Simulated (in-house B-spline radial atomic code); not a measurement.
Configurations of Sb, with energies counted from [Kr] 4d10 5s2 5p3. Computed with a B-spline radial code for spherical atoms: scalar-relativistic (X2C) LC-wPBE, spin-polarised, spherical fractional occupations, exact exchange averaged over the configuration, Fermi nucleus of rms radius 4.6802 fm. Shells without spins written out take the highest spin.

Occupations are held fixed; configurations that lie above the ionisation limit could autoionise.

```json
{"configuration": "[Kr] 4d10 4f1 5s2 5p2", "E - E(ref) (eV)": "8.1564", "highest orbital": "4f up", "its <r> (bohr)": "17.17"}
{"configuration": "[Kr] 4d9 5s2 5p4", "E - E(ref) (eV)": "31.358", "highest orbital": "5p down", "its <r> (bohr)": "2.721"}
{"configuration": "[Kr] 4d9 5s2 5p3 6p1", "E - E(ref) (eV)": "37.669", "highest orbital": "6p up", "its <r> (bohr)": "8.846"}
{"configuration": "[Kr] 4d9 5s2 5p3 6d1", "E - E(ref) (eV)": "38.803", "highest orbital": "6d up", "its <r> (bohr)": "15.97"}
{"configuration": "[Kr] 4d9 5s2 5p3 6f1", "E - E(ref) (eV)": "39.516", "highest orbital": "6f up", "its <r> (bohr)": "46.62"}
{"configuration": "[Ar] 3d10 4s2 4p5 4d10 5s2 5p3 6d1", "E - E(ref) (eV)": "108.64", "highest orbital": "6d up", "its <r> (bohr)": "15.96"}
```

Task: Order these further configurations by energy, lowest first.
A. [Kr] 4d10 5s2 5p2 6f1
B. [Kr] 4d10 5s1 5p3 5f1
C. [Ar] 3d9 4s2 4p6 4d10 5s2 5p3 5d1
D. [Ar] 3d9 4s2 4p6 4d10 5s2 5p3 6f1
E. [Ar] 3d10 4s2 4p5 4d10 5s2 5p3 6f1

Result: A (8.6866 eV), B (14.273 eV), E (109.35 eV), C (533.4 eV), D (535.04 eV).

Task: How far above the reference does [Kr] 4d10 5s2 5p2 6s1 lie?

Result: 5.9259 eV; its least bound orbital is 6s up with <r> = 6.767 bohr.
